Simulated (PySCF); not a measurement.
An unknown gives this computed stick spectrum. Theory: TDDFT PBE0/def2-SVPD, vertical, gas phase, core orbitals frozen in the response (PySCF 2.14.0, density-fitted response routines). Geometries: PBE0-D3(BJ)/def2-SVP, one conformer each.

```csv
state,E (eV),f,"main configurations (H = HOMO, L = LUMO)"
S1,5.73,0.0071,"H→L (78%), H→L+1 (13%)"
S2,6.27,0.0042,"H-1→L (73%), H-1→L+1 (17%)"
S3,6.45,0.168,"H→L+1 (63%), H→L (16%), H-2→L+1 (13%)"
S4,6.54,0.0010,"H-2→L (71%), H→L+1 (12%)"
S5,6.86,0.0077,"H-3→L (47%), H-1→L+1 (31%), H-1→L (12%)"
S6,6.98,0.013,"H→L+2 (84%), H→L+3 (13%)"
S7,7.23,0.0008,"H-3→L (38%), H-1→L+1 (35%), H-2→L+1 (11%)"
S8,7.35,0.132,"H-2→L+1 (46%), H-2→L (10%), H-4→L (10%)"
S9,7.41,0.0030,"H→L+3 (69%), H→L+2 (10%), H→L+4 (9%)"
S10,7.43,0.012,"H-3→L+1 (41%), H-4→L (30%), H-5→L (10%)"
```

Orbital energies (eV): HOMO-3 -9.03, HOMO-2 -8.59, HOMO-1 -8.44, HOMO -7.37, LUMO -0.56, LUMO+1 -0.13, LUMO+2 0.55.

Problem. Which candidate is it? All have the formula C7H12BF.
A. `C=C1C[C@@H](B(C)C)[C@H]1F`
B. `F/C=C\[C@@H]1CBCCC1`
C. `C=C[C@@H]1BC[C@H](F)[C@@H]1C`

Solution. A. Its S1, at 5.73 eV, is the highest among the candidates; the nearest of the others has S1 at 5.38 eV. S1 is HOMO→LUMO (78%), HOMO→LUMO+1 (13%). Löwdin shares by element: HOMO carbon 72% or more (atoms not listed hold the other 28%); LUMO carbon 28% or more, boron 23% (atoms not listed hold the other 49%). At the same level the other candidates give, for their lowest levels:
- `C=C[C@@H]1BC[C@H](F)[C@@H]1C`: 5.31 eV (f 0.150); 6.14 eV (f 0.002); 6.27 eV (f 0.075); 6.76 eV (f 0.020); 6.85 eV (f 0.009); T1 3.61 eV; HOMO -7.27, LUMO -1.05 eV
- `F/C=C\[C@@H]1CBCCC1`: 5.38 eV (f 0.002); 5.70 eV (f 0.001); 6.17 eV (f 0.001); 6.66 eV (f 0.016); 7.18 eV (f 0.016); T1 4.40 eV; HOMO -7.17, LUMO -0.76 eV

Shape of the structure used: `[CH2:1]=[C:2]1[CH2:3][C@@H:4]([B:5]([CH3:6])[CH3:7])[C@H:8]1[F:9]`: C3–C4–B5–C6 13°.
Triplets come from the Tamm–Dancoff approximation.
